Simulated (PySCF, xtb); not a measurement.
C2Cl3, SMILES Cl[C]=C(Cl)Cl (connectivity only; charge and spin as stated), charge +1, multiplicity 1.

GFN2-xTB (xtb) at its own geometry gives an orbital gap of 1.17 eV.

Coordinates come from a B3LYP-D3(BJ)/def2-SVP optimisation. The multiplicity is an assumed one; other spin states were not compared. The isomer is the one that the SMILES or the coordinates give; other isomers of the formula were not compared.

Task: What does PySCF with CAM-B3LYP/def2-TZVP give? (Estimate from the structure and the level; the computed values follow.)

Result: gap 5.68 eV (levels -14.76 and -9.08 eV).
